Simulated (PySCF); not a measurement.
The vertical singlet excitations below were computed for one of the candidates. Method: TDDFT wB97X-D/def2-SVPD, vertical, gas phase, core orbitals frozen in the response in PySCF 2.14.0, density-fitted response routines. Geometries: PBE0-D3(BJ)/def2-SVP, one conformer each. Relativistic effects are left out although some hold elements past zinc.

```json
{"state": "S1", "E (eV)": "6.12", "λ (nm)": "202.6", "f": "0.042"}
{"state": "S2", "E (eV)": "6.44", "λ (nm)": "192.5", "f": "0.346"}
{"state": "S3", "E (eV)": "7.00", "λ (nm)": "177.0", "f": "0.036"}
{"state": "S4", "E (eV)": "7.32", "λ (nm)": "169.5", "f": "0.020"}
{"state": "S5", "E (eV)": "7.44", "λ (nm)": "166.7", "f": "0.0038"}
{"state": "S6", "E (eV)": "7.52", "λ (nm)": "164.9", "f": "0.033"}
{"state": "S7", "E (eV)": "7.62", "λ (nm)": "162.7", "f": "0.120"}
{"state": "S8", "E (eV)": "7.75", "λ (nm)": "160.0", "f": "0.020"}
{"state": "S9", "E (eV)": "7.79", "λ (nm)": "159.1", "f": "0.016"}
{"state": "S10", "E (eV)": "7.94", "λ (nm)": "156.2", "f": "0.0030"}
```

Triplets computed (Tamm–Dancoff): 4.30, 5.69, 6.07, 6.71 eV.

Question: Which candidate is it? All have the formula C6H12Ge.
A. `C1C[CH]1[GeH2][CH]1CC1`
B. `[CH2]1C[C@H](C2CC2)[GeH2]1`
C. `C1[CH2][GeH]([CH2]1)[C](=C)C`
D. `C=C(C)[C@@H]1C[C@@H]1[GeH3]`
E. `C=[CH][Ge@@H]1[CH2]C[C@H]1C`

Answer: E. Its S1, at 6.12 eV, is the lowest among the candidates; the nearest of the others has S1 at 6.37 eV. S1 is HOMO-1→LUMO (48%), HOMO→LUMO (33%), HOMO-3→LUMO (12%). Löwdin shares by element: HOMO carbon 47% or more, germanium 17% (atoms not listed hold the other 36%); LUMO carbon 61% or more, germanium 12%, hydrogen 4% or more (atoms not listed hold the other 22%). At the same level the other candidates give, for their lowest levels:
- `C1C[CH]1[GeH2][CH]1CC1`: 7.85 eV (f 0.010); 8.02 eV (f 0.009); 8.09 eV (f 0.017); 8.13 eV (f 0.020); 8.36 eV (f 0.058); T1 7.71 eV; HOMO -9.52, LUMO 2.29 eV
- `C=C(C)[C@@H]1C[C@@H]1[GeH3]`: 6.70 eV (f 0.212); 7.13 eV (f 0.028); 7.53 eV (f 0.022); 7.76 eV (f 0.030); 7.76 eV (f 0.002); T1 4.34 eV; HOMO -8.85, LUMO 1.85 eV
- `C=[C](C)[GeH]1[CH2]C[CH2]1`: 6.37 eV (f 0.015); 6.73 eV (f 0.260); 7.14 eV (f 0.014); 7.28 eV (f 0.009); 7.34 eV (f 0.134); T1 4.32 eV; HOMO -9.03, LUMO 1.60 eV
- `[CH2]1C[C@H](C2CC2)[GeH2]1`: 6.90 eV (f 0.035); 7.12 eV (f 0.046); 7.43 eV (f 0.029); 7.67 eV (f 0.067); 7.79 eV (f 0.041); T1 6.27 eV; HOMO -9.22, LUMO 1.92 eV

The values belong to the conformer `[CH2:1]=[CH:2][Ge@@H:3]1[CH2:4][CH2:5][C@H:6]1[CH3:7]`: C1–C2–Ge3–C4 -138°.

Without π bonds the low states are Rydberg-like; a valence basis with one diffuse set may place them up to an eV too high.
